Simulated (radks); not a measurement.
Results of a calculation; reference values are marked as such.
Ionisation of neutral helium, [He], to He+, 1s1, under several functionals. Scalar-relativistic Kohn-Sham, spin-polarised, spherical densities, finite nucleus; open shells are filled with parallel spins first; a radial shooting solver on a logarithmic mesh with Libxc functionals.

functional                                        E(He) (hartree)  Exc (hartree)  IE (eV)  -e(HOMO) (eV)  <r> HOMO (bohr)  IE error (eV)
LDA (Slater exchange, VWN5 correlation)                  -2.83497       -0.97337   24.304         15.523           0.9592         -0.283
RPBE                                                     -2.91088       -1.06730   24.666         15.825           0.9437         +0.079
LDA (Slater exchange, Perdew-Zunger correlation)         -2.83442       -0.97249   24.284         15.517           0.9595         -0.303
Wu-Cohen GGA                                             -2.87157       -1.02177   24.216         15.612           0.9476         -0.371
exchange-only LDA                                        -2.72377       -0.85284   22.071         14.068           0.9720         -2.517
B86b exchange with PBE correlation                       -2.90296       -1.05798   24.577         15.843           0.9438         -0.010
PBE                                                      -2.89307       -1.04623   24.468         15.764           0.9458         -0.119

NIST Atomic Spectra Database: 24.587 eV (measured). Closest: B86b exchange with PBE correlation. The Delta-SCF values span 2.60 eV, the total energies 0.19 hartree. The highest occupied level is 1s.
